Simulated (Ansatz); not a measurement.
Geometry optimisation, RKS PBE/def2-SVP in Ansatz.

Input:

```yaml
crystal:
  periodic: [false, false, false]
  atoms:
    - { symbol: Ge, position_ang: [0.642159, 0.266195, -0.117661] }
    - { symbol: Ge, position_ang: [-0.258048, 0.149557, 3.373668] }
    - { symbol: H, position_ang: [-1.263501, -0.8853, 2.812323] }
    - { symbol: H, position_ang: [1.096961, -0.53286, 3.695175] }
    - { symbol: H, position_ang: [-0.832752, 0.814067, 4.657815] }
    - { symbol: O, position_ang: [1.276414, -0.081136, -1.786486] }
    - { symbol: H, position_ang: [0.91583, -0.9204, -2.128019] }
    - { symbol: H, position_ang: [-0.915039, 0.421074, -0.164913] }
    - { symbol: H, position_ang: [0.970291, -0.947609, 0.818396] }
    - { symbol: Si, position_ang: [1.733807, 2.218941, 0.551048] }
    - { symbol: H, position_ang: [2.633322, 1.962343, 1.72863] }
    - { symbol: H, position_ang: [2.571379, 2.73668, -0.5859] }
    - { symbol: H, position_ang: [0.741691, 3.282056, 0.934302] }
    - { symbol: H, position_ang: [-0.024914, 1.260992, 2.310921] }
basis:
  gaussian: { orbitals: def2-SVP }
hamiltonian:
  xc: pbe
relax:
  f_tol: 0.03
  max_steps: 50
output:
  orbitals: {}
```

Command:

```bash
$ ansatz run input.yaml --threads 4 --pin off --max-ram 5120MiB --backend cpu --events-out ev --progress --plain --runs-dir out
```

Task: Where does it end, and by what steps?

Result: The run converged. The force dipped under the threshold on the way, but the program's further checks kept it going. After 4 steps the energy has fallen by 0.089 eV; H5 moved furthest, 0.37 Å.

| step | energy less start (eV) | largest force component (eV/Å) | accepted |
| --- | --- | --- | --- |
| 0 | 0.0000 | 0.661 | yes |
| 1 | -0.0743 | 0.153 | yes |
| 2 | -0.0841 | 0.053 | yes |
| 3 | -0.0888 | 0.023 | yes |
| 4 | -0.0895 | 0.016 | yes |

```xyz
14
Properties=species:S:1:pos:R:3
Ge 0.711 0.282 -0.305
Ge -0.394 0.079 3.696
H -1.387 -0.970 3.141
H 0.962 -0.597 4.008
H -0.971 0.712 4.985
O 1.354 -0.062 -1.966
H 0.960 -0.884 -2.312
H -0.842 0.446 -0.362
H 1.031 -0.922 0.640
Si 1.830 2.296 0.378
H 2.722 2.022 1.559
H 2.664 2.803 -0.765
H 0.827 3.349 0.765
H -0.180 1.192 2.636
```

Whether the end is a true minimum wasn't checked by a vibrational analysis.

The run took 10 s on 4 threads of Arm Neoverse V2 (shared host), peak memory 0.22 GiB.
